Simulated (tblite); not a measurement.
Compound: C₆H₇FO₃S.
Z-matrix (Å and degrees, GFN2-xTB geometry), rows numbered from 1:
```
C 
C   1  1.3277
C   2  1.4582  1  125.47
C   3  1.3373  2  121.47  1   171.41
C   3  1.4636  2  118.27  1   -10.49
C   5  1.3196  3  122.11  2   138.75
F   6  1.3449  5  123.28  3   175.61
S   6  1.8036  5  126.96  3    -4.85
O   8  1.4308  6  109.03  5    97.01
O   8  1.4199  6  110.39  5   -36.96
O   8  1.5990  6   99.85  5  -150.09
H   1  1.0763  2  121.23  3  -178.97
H   1  1.0768  2  122.59  3     0.15
H   2  1.0814  1  119.76  3   178.12
H   4  1.0764  3  120.94  2    -1.32
H   4  1.0747  3  122.06  2   178.67
H   5  1.0839  3  117.94  2   -42.29
H  11  0.9601  8  111.30  6   -89.31
```

All values are computed: GFN2-xTB (tblite) harmonic vibrations without scaling, gas phase. Errors from tens to a few hundred cm⁻¹ against measured bands are possible. One conformer, not necessarily the lowest.

Harmonic wavenumbers (cm⁻¹): 41.7, 60.1, 104.5, 119.2, 156.1, 175.8, 197.7, 252.4, 261.2, 288.7, 339.5, 387.2, 433.9, 441.9, 467.1, 494.7, 523.4, 529.0, 629.7, 672.2, 741.3, 749.2, 860.4, 882.5, 886.1, 894.4, 909.8, 983.6, 1009.5, 1020.3, 1095.2, 1129.7, 1199.1, 1283.8, 1301.0, 1316.3, 1396.6, 1411.8, 1637.1, 1670.2, 1700.7, 3037.9, 3071.2, 3110.5, 3119.8, 3136.6, 3160.6, 3578.3.

A = 1723, B = 688.3, C = 600.4 MHz; mass 178.010 u (most abundant isotopes); point group C1, symmetry number 1.

What is the zero-point energy?

½Σν̃ = 26435 cm⁻¹ = 75.58 kcal/mol.

Give the ideal-gas entropy at 273.15 K and 1 bar in the rigid-rotor, harmonic-oscillator model (classical rotation).

Translation 41.03, rotation 30.23, vibration 33.94: S = 105.2 cal/(mol K).

And Cp and H(273.15 K) − H(0)?

Cp = 43.32 cal/(mol K), of which vibrations give 35.37 (their classical limit is 48 R = 95.4); H(273.15 K) − H(0) = 7.14 kcal/mol without the zero-point energy, 4.97 from vibrations.

Which modes carry the vibrational entropy at 273.15 K?

41.7 cm⁻¹: 5.00; 60.1 cm⁻¹: 4.28; 104.5 cm⁻¹: 3.20; 119.2 cm⁻¹: 2.94; 156.1 cm⁻¹: 2.43; 175.8 cm⁻¹: 2.21 cal/(mol K); the other 42 give 13.87 together.

What must be added to the electronic energy to get the Gibbs energy at 273.15 K and 1 bar?

ZPE + [H(273.15 K) − H(0)] − T·S = 75.58 + 7.14 − 28.73 = 53.99 kcal/mol.

Blend soft modes into free rotors: weight 1/[1 + (100 cm⁻¹/ν̃)⁴] for the oscillator and the rest for a rotor with moment μB/(μ + B), μ = h/(8π²ν), B = 10⁻⁴⁴ kg m². What vibrational entropy results?

31.41 cal/(mol K) in place of 33.94, which changes −T·S at 273.15 K by +0.69 kcal/mol.

Hindered rotation and anharmonicity are outside this model. Other conformers, if any are populated, would add a mixing term that is left out. The structure is chiral; the term R ln 2 for an equal mix with its mirror image is left out.
